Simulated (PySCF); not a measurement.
Atomic charges by several schemes

Compound: C4H4F5O (charge -1).
Z-matrix (Å and degrees, GFN2-xTB geometry), rows numbered from 1:
```
O 
C   1  1.2808
C   2  1.6318  1  113.74
C   3  1.4922  2  110.57  1   -69.09
F   4  1.3945  3  111.39  2   172.87
F   4  1.3633  3  112.60  2   -72.18
C   4  1.5450  3  116.82  2    52.44
F   7  1.3260  4  113.37  3    45.61
F   7  1.3194  4  114.52  3   -82.55
F   7  1.3680  4  108.37  3   161.23
H   2  1.1425  1  116.24  3  -119.49
H   2  1.1443  1  115.99  3   117.22
H   3  1.0893  2  107.36  1    49.05
H   3  1.0918  2  111.78  1   170.39
```

Density: PBE0/pcSseg-1 (PySCF); schemes: Mulliken, IAO, Hirshfeld and ESP-fitted. The structure is a single GFN2-xTB conformer in the gas phase; no vibrational or solvent corrections. The pcSseg-1 basis has no diffuse functions, a weakness for an anion. The HOMO energy is positive at this level (+0.04 eV), so the outermost electrons may be held by the finite basis alone.

Question: Atoms with like bonding are taken together and averaged. For which atoms does the sign change between the 4 schemes (beyond +0.03 e in one, beyond −0.03 e in another)?

Answer: C2.

Question: At which atom do the 4 schemes differ most?

Answer: At C2: from -0.063 (Hirshfeld) to +0.610 e (ESP-fitted), 0.673 e apart.

Question: Tabulate the Mulliken, IAO, Hirshfeld and ESP-fitted charges.

Answer: In e; atoms taken as equivalent share a row and are averaged (×n: the atom named and its like, n in all):

```json
{"atom": "O1", "environment": "alkoxide oxygen", "Mulliken": "-0.706", "IAO": "-0.802", "Hirshfeld": "-0.526", "ESP-fitted": "-0.857"}
{"atom": "C2", "environment": "sp3 carbon bound to oxygen", "Mulliken": "+0.133", "IAO": "+0.058", "Hirshfeld": "-0.063", "ESP-fitted": "+0.610"}
{"atom": "C3", "environment": "chain CH2 carbon", "Mulliken": "-0.251", "IAO": "-0.361", "Hirshfeld": "-0.143", "ESP-fitted": "-0.358"}
{"atom": "C4", "environment": "CF2 carbon", "Mulliken": "+0.389", "IAO": "+0.528", "Hirshfeld": "+0.155", "ESP-fitted": "+0.395"}
{"atom": "F5/F6", "environment": "fluorine of a CF2 group", "Mulliken": "-0.324", "IAO": "-0.320", "Hirshfeld": "-0.133", "ESP-fitted": "-0.245"}
{"atom": "C7", "environment": "CF3 carbon", "Mulliken": "+0.806", "IAO": "+0.788", "Hirshfeld": "+0.240", "ESP-fitted": "+0.482"}
{"atom": "F8/F9/F10", "environment": "fluorine of a CF3 group", "Mulliken": "-0.270", "IAO": "-0.276", "Hirshfeld": "-0.104", "ESP-fitted": "-0.183"}
{"atom": "H11/H12", "environment": "methylene hydrogen", "Mulliken": "-0.041", "IAO": "-0.003", "Hirshfeld": "-0.057", "ESP-fitted": "-0.191"}
{"atom": "H13/H14", "environment": "methylene hydrogen", "Mulliken": "+0.085", "IAO": "+0.131", "Hirshfeld": "+0.015", "ESP-fitted": "+0.074"}
```

Mean size of the charges over all atoms: IAO 0.305 e, ESP-fitted 0.305 e, Mulliken 0.285 e, Hirshfeld 0.132 e. Each set sums to the total charge, -1, to within 0.001 e. The Hirshfeld scheme divides the density at each point in proportion to the densities of the neutral, spherically averaged free atoms.

Some averages cover members that differ in this geometry: F8/F9/F10, ESP-fitted -0.246 to -0.147; F8/F9/F10, Mulliken -0.318 to -0.239; F8/F9/F10, IAO -0.318 to -0.249; F8/F9/F10, Hirshfeld -0.148 to -0.080 e.

Question: How closely do the schemes follow one another over all atoms?

Answer: Correlation coefficient and root-mean-square difference: Mulliken with IAO 0.99, 0.062 e; IAO with Hirshfeld 0.94, 0.234 e; Mulliken with Hirshfeld 0.92, 0.211 e; Mulliken with ESP-fitted 0.88, 0.179 e; IAO with ESP-fitted 0.87, 0.196 e; Hirshfeld with ESP-fitted 0.85, 0.241 e.

Question: Sum the charges by element, for elements with more than one atom.

Answer: 
```json
{"element": "C", "atoms": "4", "Mulliken": "+1.076", "IAO": "+1.012", "Hirshfeld": "+0.189", "ESP-fitted": "+1.129"}
{"element": "F", "atoms": "5", "Mulliken": "-1.458", "IAO": "-1.468", "Hirshfeld": "-0.579", "ESP-fitted": "-1.039"}
{"element": "H", "atoms": "4", "Mulliken": "+0.087", "IAO": "+0.257", "Hirshfeld": "-0.084", "ESP-fitted": "-0.233"}
```

These values come from a run that also computed NMR shieldings. On an x86-64 server with one thread, no GPU, shared host, this took 42 s.
